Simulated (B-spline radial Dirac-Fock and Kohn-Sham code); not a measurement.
## Total and shell-resolved photoionisation of Dy³⁺

System: the Dy³⁺ ion in the configuration [Xe] 4f8 5d1 (an excited configuration).

Input file task.json (cfg lists n, l and occupation; rrms is the nuclear radius in fm):

```json
{"items": [{
  "Z": 66,
  "q": 3,
  "cfg": [[1, 0, 2], [2, 0, 2], [2, 1, 6], [3, 0, 2], [3, 1, 6], [3, 2, 10], [4, 0, 2], [4, 1, 6], [4, 2, 10], [4, 3, 8], [5, 0, 2], [5, 1, 6], [5, 2, 1]],
  "A": 164,
  "rrms": 5.2218,
  "do": ["binding", "quiet", "photo", "scan"],
  "hv": [60, 81.1, 150, 300, 400, 1010.0, 1350.0, 2000, 2240.0, 6000, 6650.0, 17479.3, 26400.0, 80000, 89400.0, 98900.0]
}]}
```

Launch: `python xray_run.py task.json out`

Level of theory: a relativistic central-field model (Hartree-Slater potential of the initial state, Latter tail, multipole expansion of the photon field, Dirac-Fock thresholds); a B-spline atomic structure program.

Computed thresholds (eV): K 53832.4, L1 9101.1, L2 8629.0, L3 7838.1, M1 2100.3, M2 1895.7, M3 1728.9, M4 1381.6, M5 1346.1, N1 470.3, N2 388.3, N3 350.8, N4 214.5, N5 207.7, N6 49.52, N7 48.51, O1 92.91, O2 66.92, O3 61.37, O4 31.53, O5 31.12.

```
photon energy (eV)  total (b)  K (%)  L (%)  M (%)  N (%)  O (%)
                60  2.777e+06      –      –      –   87.9   12.1
              81.1  5.264e+06      –      –      –   82.8   17.2
               150  5.403e+06      –      –      –   93.7    6.3
               300  3.083e+06      –      –      –   94.5    5.5
               400  2.609e+06      –      –      –   95.3    4.7
              1010     671900      –      –      –   94.7    5.3
              1350  1.208e+06      –      –   68.1   30.0    1.8
              2000     942100      –      –   82.1   16.7    1.2
              2240     760300      –      –   82.7   16.1    1.2
              6000      67070      –      –   80.9   17.3    1.9
              6650      51460      –      –   80.7   17.3    1.9
           17479.3      17840      –   77.9   17.6    4.0    0.6
             26400       5826      –   78.1   17.3    4.0    0.6
             80000       1528   82.8   13.4    2.9    0.7    0.1
             89400       1133   83.1   13.2    2.9    0.7    0.1
             98900      861.1   83.3   13.1    2.9    0.7    0.1
```

Question: With what power of the photon energy does the total fall between 89400 and 98900 eV?

Answer: As E^-2.72. The non-relativistic Born limit for an s electron far above threshold is E^-3.5; near threshold and at relativistic energies the fall is slower.
